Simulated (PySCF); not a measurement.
One of the candidates below gave these computed data.

All candidates are C6H7F3.

| technique | computed result |
| --- | --- |
| NMR, other nuclei | isotropic shieldings of nuclei other than C and H, by class: 252 (3 F) ppm [GIAO PBE0/pcSseg-1] |
| Dipole | 2.59 D [CAM-B3LYP/def2-SVPD] |
| Polarisability | 80.5 au [CAM-B3LYP/def2-SVPD] |
| 1H NMR | chemical shifts (computed TMS as zero) by class: 6.93 (1 H), 6.54 (1 H), 5.79 (1 H), 5.71 (1 H), 5.66 (1 H), 3.06 (2 H) ppm [GIAO PBE0/pcSseg-1] |
| 13C NMR | chemical shifts (computed TMS as zero) by class: 143.3 (1 C), 138.4 (1 C), 135.0 (1 C), 128.9 (1 C), 128.0 (1 C), 38.0 (1 C) ppm [GIAO PBE0/pcSseg-1] |
| Rotational structure | rotational constants A, B, C: 3.714, 0.755, 0.718 GHz [GFN2-xTB] |
| Triplet | lowest triplet excitation (Tamm–Dancoff): 3.21 eV [TDA CAM-B3LYP/def2-SVPD] |
| UV, first state | lowest singlet excitation: 5.86 eV (212 nm, f = 0.784) [TDDFT CAM-B3LYP/def2-SVPD] |

The electronic properties come from PySCF, for the isolated species, density fitting. Levels stand in brackets. The structure is a single GFN2-xTB conformer in the gas phase; no vibrational or solvent corrections. NMR classes are plain means over equivalent atoms (diastereotopic ones count apart unless rotation or inversion swaps them), as if these changed places fast.

Question: Which candidate is it?
A. `C=CC1(C(F)(F)F)CC1`
B. `C=C/C=C\CC(F)(F)F`
C. `C=C(/C=C\F)CC(F)F`

Answer: B. It is `C=C/C=C\CC(F)(F)F`. Numbering: `[CH2:1]=[CH:2]/[CH:3]=[CH:4]\[CH2:5][C:6]([F:7])([F:8])[F:9]`. Its formula, C6H7F3, gives 2 degrees of unsaturation: 0 rings and 2 π bonds in the structure found. 6 carbons fall into 6 classes; from least to most shielded: alkene CH carbon [C3] (143.3 ppm), alkene CH carbon [C2] (138.4 ppm), CF3 carbon [C6] (135.0 ppm), terminal =CH2 carbon [C1] (128.9 ppm), alkene CH carbon [C4] (128.0 ppm), allylic carbon [C5] (38.0 ppm). Hydrogen classes from least to most shielded: 1 H on an alkene CH carbon, C2 (6.93 ppm), 1 H on an alkene CH carbon, C3 (6.54 ppm), 1 H on an alkene CH carbon, C4 (5.79 ppm), 1 H on a terminal =CH2 carbon, C1 (5.71 ppm), 1 H on a terminal =CH2 carbon, C1 (5.66 ppm), 2 H on an allylic carbon, C5 (3.06 ppm). The other shieldings belong to: 252 ppm, fluorine of a CF3 group [F7/F8/F9]. The optimised geometry has point group C1 and is an asymmetric top.

The others, at the same levels:
- `C=C(/C=C\F)CC(F)F` fails: its computed static isotropic polarisability is 76.9 au (against 80.5 au), rotational constant A is 1.986 GHz (against 3.714 GHz) and smallest rotational constant is 0.887 GHz (against 0.718 GHz).
- `C=CC1(C(F)(F)F)CC1` fails: it has 5 carbon classes against 6; its computed 13C shifts are 145.3 (1 C), 136.8 (1 C), 116.0 (1 C), 27.6 (1 C), 20.5 (2 C) ppm, 1H shifts are 6.91 (1 H), 5.38 (1 H), 4.93 (1 H), 1.45 (2 H), 0.86 (2 H) ppm and rotational constant A is 2.479 GHz (against 3.714 GHz).

Each candidate is one conformer, not necessarily the lowest. The conformers computed, where there is a choice (atom-mapped SMILES and torsion angles):
- `[CH2:1]=[CH:2]/[CH:3]=[CH:4]\[CH2:5][C:6]([F:7])([F:8])[F:9]`: C1–C2–C3–C4 178°, C3–C4–C5–C6 118°, C4–C5–C6–F7 180°
- `[CH2:1]=[C:2](/[CH:3]=[CH:4]\[F:5])[CH2:6][CH:7]([F:8])[F:9]`: C1–C2–C3–C4 179°, C1–C2–C6–C7 101°, C2–C6–C7–F8 180°
- `[CH2:1]=[CH:2][C:3]1([C:4]([F:5])([F:6])[F:7])[CH2:8][CH2:9]1`: C1–C2–C3–C4 179°, C2–C3–C4–F5 -61°
